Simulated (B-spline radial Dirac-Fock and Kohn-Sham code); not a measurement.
## Dipole and non-dipole photoemission parameters of Zr²⁺ 4d3/2

System: Zr²⁺, configuration 1s2 2s2 2p6 3s2 3p6 3d10 4s2 4p6 4d2; threshold 21.38 eV (orbital energy of the model). The computed values come from a radial finite-basis atomic code: Dirac-Hartree-Slater photoionisation with a Latter tail; cross sections with all multipoles, angular parameters from the dipole term and its interference with E2.

For linearly polarised light dσ/dΩ = σ/(4π) [1 + β P₂(cos θ) + (δ + γ cos²θ) sin θ cos φ], with θ from the polarisation vector and φ the angle between the beam and the projection of the electron momentum on the plane normal to the polarisation.

```csv
hν (eV),σ (kb),β,γ,δ
60,73.0,1.958,0.046,0.009
62.9,51.8,1.982,0.073,0.006
112,?,?,?,?
140,41.2,0.282,0.012,-0.016
200,36.6,0.765,-0.016,-0.002
220,33.5,0.853,-0.018,0.001
243,30.0,0.934,-0.018,0.004
247,29.4,0.946,-0.018,0.004
400,13.5,1.200,0.017,0.017
535,7.39,1.273,0.068,0.024
621,5.26,1.292,0.105,0.029
800,2.83,1.299,0.182,0.036
801,2.82,1.299,0.183,0.036
852,2.41,1.296,0.205,0.038
1090,1.24,1.270,0.303,0.048
1140,1.09,1.263,0.323,0.050
1253.6,0.834,1.246,0.366,0.055
2010,0.198,1.123,0.606,0.086
2380,0.114,1.066,0.698,0.101
2450,0.104,1.056,0.714,0.104
2490,0.0985,1.050,0.723,0.106
2530,0.0934,1.045,0.732,0.108
3710,0.0250,0.901,0.936,0.159
4120,0.0171,0.861,0.989,0.176
6000,0.00427,0.717,1.166,0.253
8970,0.000898,0.572,1.330,0.366
12000,0.000278,0.472,1.415,0.471
12500,0.000235,0.459,1.425,0.487
13200,0.000188,0.441,1.436,0.510
15000,0.000111,0.400,1.456,0.565
```

Task: Give the values at 112 eV.

Result: σ = 32.9 kb, β = -0.265, γ = 0.067, δ = -0.031.
